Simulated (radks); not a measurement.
Values are calculated unless marked as measured or tabulated.
Q: Al3+, configuration [He] 2s2 2p5.5 3s0.5 (fractional occupations, a model configuration). Level of theory: scalar-relativistic Kohn-Sham, exchange-only LDA, spin-polarised, spherical densities, finite nucleus; open shells are filled with parallel spins first; Fermi nuclear charge, rms radius 3.061 fm (a radial shooting solver on a logarithmic mesh with Libxc functionals). Some entries of the table are withheld. Estimate them.

orbital,occ.,eigenvalue (eV),r(max) (bohr),<r> (bohr)
1s up,1,-1550.955,0.07863,0.1206
1s down,1,-1549.999,0.07862,0.1206
2s up,1,-149.5888,0.4935,0.6172
2s down,1,-147.9348,0.4943,0.6180
2p up,3,(1),0.4207,0.5840
2p down,2.5,(2),0.4218,0.5852
3s up,0.5,-35.5142,1.764,1.991
3s down,0,-32.5180,1.741,1.992

A: 
(1) 2p up eigenvalue (eV): -112.2514
(2) 2p down eigenvalue (eV): -110.4529
